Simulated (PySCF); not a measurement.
Planning calculations on `COBc1cccs1` (15 atoms, 66 electrons) with PySCF and density fitting. Hardware: one thread of an Intel Xeon at 2.50 GHz, no GPU, shared host with 64 logical CPUs at a one-minute load of 62. Times on a shared machine are rough. SCF iterations of a TDDFT job count the ground state alone. Geometry: PBE0-D3(BJ)/def2-SVP.

Compound: C5H7BOS.
SMILES with atom numbers: `[CH3:1][O:2][BH:3][c:4]1[cH:5][cH:6][cH:7][s:8]1` (hydrogens: H9, H10, H11 on C1; H12 on B3; H13 on C5; H14 on C6; H15 on C7)

| job | basis functions | grid | SCF iterations | other work |
| --- | --- | --- | --- | --- |
| geometry optimisation, PBE0-D3(BJ)/def2-SVP | 151 | level 1 | 59 | 8 gradients |
| NMR shieldings, mPW1PW91/pcSseg-1 | 178 | level 2 | 14 | 5 response iterations |
| NMR shieldings, PBE0/pcSseg-1, IEF-PCM chloroform | 178 | level 2 | 14 | 5 response iterations |
| TDDFT, B3LYP/def2-SVPD | 226 | level 2 | 15 | 10 singlets, 4 triplets, polarisability, ion SCF, dynamic polarisability |
| NMR shieldings and populations, PBE0/pcSseg-1, IEF-PCM acetone | 178 | level 2 | 14 | 5 response iterations, charges and field gradients |
| TDDFT, B3LYP/def2-SVPD, IEF-PCM acetone | 226 | level 2 | 14 | 6 singlets, 0 triplets, polarisability |
| NMR shieldings and populations, PBE0/pcSseg-1 | 178 | level 2 | 14 | 5 response iterations, charges and field gradients |

Question: Sort the jobs into tiers of rough cost, cheapest first; a new tier starts where the time jumps by half or more.

Answer: 
- about 50 to 80 core-seconds: NMR shieldings, mPW1PW91/pcSseg-1; NMR shieldings, PBE0/pcSseg-1, IEF-PCM chloroform; NMR shieldings and populations, PBE0/pcSseg-1, IEF-PCM acetone; NMR shieldings and populations, PBE0/pcSseg-1; TDDFT, B3LYP/def2-SVPD, IEF-PCM acetone
- roughly 2.8 core-minutes: geometry optimisation, PBE0-D3(BJ)/def2-SVP
- about 7 core-minutes: TDDFT, B3LYP/def2-SVPD

Within a tier the order means little. The dearest job has the largest basis (226 functions against 178 for the cheapest). Dearest over cheapest: a factor of about 8.

Question: What do these jobs cost together, and what share goes to the dearest?

Answer: About 15 core-minutes, of which TDDFT, B3LYP/def2-SVPD takes about 45 %.

Question: How much memory did the process hold at its peak in each job?

Answer: geometry optimisation, PBE0-D3(BJ)/def2-SVP: 0.61 GiB; NMR shieldings, mPW1PW91/pcSseg-1: 0.86 GiB; NMR shieldings and populations, PBE0/pcSseg-1: 0.86 GiB; NMR shieldings and populations, PBE0/pcSseg-1, IEF-PCM acetone: 0.89 GiB; TDDFT, B3LYP/def2-SVPD: 0.95 GiB; NMR shieldings, PBE0/pcSseg-1, IEF-PCM chloroform: 0.97 GiB; TDDFT, B3LYP/def2-SVPD, IEF-PCM acetone: 1.1 GiB.
